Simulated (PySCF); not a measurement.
MnCl₃ (quintet state).
Bonds: Mn1–Cl2, Mn1–Cl3, Mn1–Cl4.

Computed, not measured: PySCF, PBE0-D3(BJ)/def2-SVP geometry optimisation, gas phase.

(1) How far are the bound atoms from Mn1?

(2) List the angles at Mn1.

(3) What is the shape at Mn1?

(4) What are the rotational constants (commonest isotopes, rigid rotor)?

Answers

(1) 3 atoms: Cl2 2.145 Å, Cl4 2.150 Å, Cl3 2.153 Å.

(2) 
```csv
angle,degrees,distance of the outer atoms (Å)
Cl3–Mn1–Cl4,141.2,4.06
Cl2–Mn1–Cl3,110.4,3.53
Cl2–Mn1–Cl4,108.4,3.48
```

(3) Planar: angles 141.2°, 110.4° and 108.4°, sum 360.0°, 0.00 Å off the plane of its three neighbours. Differences among atoms that C2v makes equivalent are scatter left by the optimiser.

(4) A = 2623, B = 1754, C = 1051 MHz: an asymmetric top.

Point group: C2v (every atom within 0.08 Å of its image). Charge 0, quintet. ⟨S²⟩ = 6.181 (exact for a quintet: 6.00). PBE0-D3(BJ)/def2-SVP frequencies: not computed here.
